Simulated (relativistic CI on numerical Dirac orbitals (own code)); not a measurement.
**Crystal-field levels of Os²⁺, 5d6**

Calculated by Dirac-Coulomb-Breit CI, KLI orbitals optimised for each configuration, QED by a radiative potential, valence Slater integrals scaled by 0.9, one configuration in a parametric crystal field (own radial code). With so little scaling, terms lie 10 to 35 % too far apart, which can change the order of excited levels.

Field parameters in Wybourne normalisation: D3d B²₀ = −7Dσ, B⁴₀ = −14Dq − 21Dτ, B⁴₃ = −14√(10/7) Dq; Oh B⁴₀ = 21Dq, B⁴₄ = √(5/14) B⁴₀; Td as Oh with Dq negative (B⁴₀ = 21Dq, B⁴₄ = √(5/14) B⁴₀). The field is a parameter set, without covalency.

S and J are read from ⟨S²⟩ = S(S + 1) and ⟨J²⟩ = J(J + 1) of each level; they are not fictitious spins.

Oh, 10Dq = 21550 cm⁻¹, the lowest 10 levels:

```json
{"E (cm⁻¹)": "0.0", "Degeneracy": "1", "Irrep": "A1", "S": "0.29", "J": "4.39"}
{"E (cm⁻¹)": "12056", "Degeneracy": "2", "Irrep": "E", "S": "1.20", "J": "4.08"}
{"E (cm⁻¹)": "12936", "Degeneracy": "3", "Irrep": "T2", "S": "1.16", "J": "3.75"}
{"E (cm⁻¹)": "13259", "Degeneracy": "3", "Irrep": "T1", "S": "1.24", "J": "4.02"}
{"E (cm⁻¹)": "16317", "Degeneracy": "1", "Irrep": "A1", "S": "1.36", "J": "3.73"}
{"E (cm⁻¹)": "17596", "Degeneracy": "3", "Irrep": "T1", "S": "1.27", "J": "3.57"}
{"E (cm⁻¹)": "17709", "Degeneracy": "3", "Irrep": "T2", "S": "1.85", "J": "3.82"}
{"E (cm⁻¹)": "19278", "Degeneracy": "2", "Irrep": "E", "S": "1.27", "J": "3.83"}
{"E (cm⁻¹)": "20784", "Degeneracy": "3", "Irrep": "T1", "S": "1.48", "J": "4.10"}
{"E (cm⁻¹)": "22149", "Degeneracy": "3", "Irrep": "T2", "S": "1.21", "J": "3.89"}
```

Td, 10Dq = -9350 cm⁻¹, the lowest 16 levels:

| E (cm⁻¹) | Degeneracy | Irrep | S | J |
| --- | --- | --- | --- | --- |
| 0.0 | 1 | A1 | 1.88 | 3.67 |
| 172 | 2 | E | 1.83 | 3.48 |
| 314 | 3 | T1 | 1.88 | 3.62 |
| 982 | 3 | T2 | 1.84 | 3.39 |
| 2517 | 1 | A2 | 1.97 | 3.00 |
| 7582 | 3 | T2 | 1.49 | 3.64 |
| 8201 | 3 | T2 | 1.45 | 3.58 |
| 8369 | 2 | E | 1.44 | 3.41 |
| 10169 | 2 | E | 1.44 | 3.71 |
| 10317 | 3 | T1 | 1.81 | 3.22 |
| 10977 | 1 | A1 | 1.09 | 5.05 |
| 11126 | 3 | T1 | 1.20 | 4.81 |
| 11180 | 3 | T2 | 1.62 | 3.12 |
| 12153 | 1 | A1 | 1.78 | 2.02 |
| 12213 | 3 | T1 | 1.86 | 2.10 |
| 15055 | 3 | T2 | 1.27 | 4.12 |

D3d, 10Dq = 35950, Dσ = -280, Dτ = -60 cm⁻¹, the lowest 16 levels:

| E (cm⁻¹) | Degeneracy | Irrep | S | J |
| --- | --- | --- | --- | --- |
| 0.0 | 1 | A1 | 0.10 | 4.47 |
| 26104 | 2 | E | 1.03 | 4.18 |
| 26651 | 2 | E | 1.02 | 3.94 |
| 26749 | 1 | A1 | 1.02 | 3.94 |
| 27413 | 1 | A2 | 1.01 | 4.14 |
| 27931 | 2 | E | 0.99 | 4.19 |
| 30480 | 1 | A1 | 1.04 | 3.83 |
| 31795 | 2 | E | 0.90 | 3.95 |
| 32278 | 1 | A2 | 0.89 | 3.98 |
| 33500 | 2 | E | 1.01 | 3.88 |
| 34789 | 1 | A1 | 1.03 | 3.75 |
| 34805 | 2 | E | 1.03 | 3.79 |
| 35733 | 1 | A2 | 0.97 | 3.97 |
| 35817 | 2 | E | 0.48 | 4.87 |
| 36363 | 1 | A2 | 0.49 | 4.85 |
| 44390 | 2 | E | 0.20 | 3.74 |

Td, 10Dq = -13750 cm⁻¹, the lowest 10 levels:

| E (cm⁻¹) | Degeneracy | Irrep | S | J |
| --- | --- | --- | --- | --- |
| 0.0 | 2 | E | 1.66 | 3.46 |
| 189 | 1 | A1 | 1.78 | 3.69 |
| 560 | 3 | T1 | 1.80 | 3.62 |
| 850 | 3 | T2 | 1.62 | 3.43 |
| 3153 | 1 | A2 | 1.98 | 3.00 |
| 5860 | 3 | T2 | 1.42 | 3.65 |
| 6989 | 2 | E | 1.40 | 3.79 |
| 8914 | 3 | T1 | 1.24 | 4.69 |
| 9024 | 1 | A1 | 1.22 | 4.89 |
| 9902 | 3 | T2 | 1.09 | 3.91 |

D3d, 10Dq = 17100, Dσ = 720, Dτ = -90 cm⁻¹, the lowest 16 levels:

```tsv
E (cm⁻¹)	Degeneracy	Irrep	S	J
0.0	1	A1	0.49	4.27
6961	2	E	1.46	3.87
7652	2	E	1.54	3.82
7677	1	A1	1.53	3.67
8290	2	E	1.39	3.54
8292	1	A2	1.48	3.85
10072	2	E	1.83	3.71
10125	1	A1	1.70	3.68
11095	1	A1	1.65	3.59
11395	2	E	1.75	3.07
11942	1	A2	1.72	3.16
13688	2	E	1.49	3.89
14581	2	E	1.25	4.14
14872	1	A2	1.23	4.20
15921	1	A1	1.74	3.32
15964	2	E	1.70	3.41
```

The free-ion ground term has S = 2. The field overcomes the spin-pairing energy for Oh, 10Dq = 21550 cm⁻¹; D3d, 10Dq = 35950, Dσ = -280, Dτ = -60 cm⁻¹; D3d, 10Dq = 17100, Dσ = 720, Dτ = -90 cm⁻¹, where the ground state has lower spin; these fields are assumed values.

Levels of this model without a field, named by their leading LS term: 5D_4 0, 5D_3 3866, 5D_2 4508, 5D_1 6170, 5D_0 6570, 3H_4 13931, 3H_6 16310, 3H_5 16466 cm⁻¹.
